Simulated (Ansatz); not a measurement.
`OB(F)Br` + `C#C` → `C#CB(O)F` + HBr at 700 K and 1 bar (formal exchange of groups at a B–Br bond).

Gas-phase electronic energies from Ansatz, PBE0-D4/def2-TZVP geometries. CCSD(T)/CBS is the MP2 limit (def2-TZVPP, def2-QZVPP) plus CCSD(T) − MP2 in def2-TZVPP, frozen cores. This one scheme is used for every species. For Br outer-core shells are correlated without core-valence functions, which leaves a few kJ/mol of doubt a bond. Scalar relativity is left out up to krypton. Each species was taken in one conformer, which may not be the lowest.

| species | CCSD(T)/CBS energy (Eh) | H − E (kJ/mol) | S (J/(mol·K)) |
| --- | --- | --- | --- |
| `OB(F)Br` | -2773.83630 | 104.3 | 360.4 |
| `C#C` | -77.22717 | 102.1 | 244.4 |
| `C#CB(O)F` | -277.13346 | 165.5 | 386.5 |
| HBr | -2573.91920 | 36.5 | 223.7 |

H − E and S are ideal-gas, rigid-rotor, harmonic terms from PBE0-D4/def2-TZVP, for one conformer and one mirror image of each species. 1 Eh = 2625.50 kJ/mol, R = 8.31446 J/(mol·K).

Problem. By hand: ΔE, ΔH, ΔS and ΔG.

Solution. ΔE = (-277.13346) + (-2573.91920) − (-2773.83630) − (-77.22717) = 0.01081 Eh = 28.4 kJ/mol. Δ(H − E) = 165.5 + 36.5 − 104.3 − 102.1 = -4.4, so ΔH = 24.0 kJ/mol. ΔS = 386.5 + 223.7 − 360.4 − 244.4 = 5.4 J/(mol·K). ΔG = 24.0 − 700 × (5.4)/1000 = 20.2 kJ/mol.

Problem. By hand: the equilibrium constant, and the temperature at which ΔG would vanish if ΔH and ΔS stayed fixed.

Solution. log₁₀ K = −ΔG/(RT ln 10) = -1.5. ΔG = 0 at ΔH/ΔS = 4444 K, far beyond where these terms or the molecules hold.

The number of gas molecules stays the same, so ΔS is small and ΔH decides. A doubt of 5 kJ/mol in ΔE shifts log₁₀ K by 0.4 here. Other conformers and mirror images would add mixing entropy, several J/(mol·K) or more a flexible species. These are equilibria of isolated gas molecules and say nothing of rates. Largest T1 diagnostic: 0.014 (customary marks: 0.02 for closed shells, 0.045 for open ones).
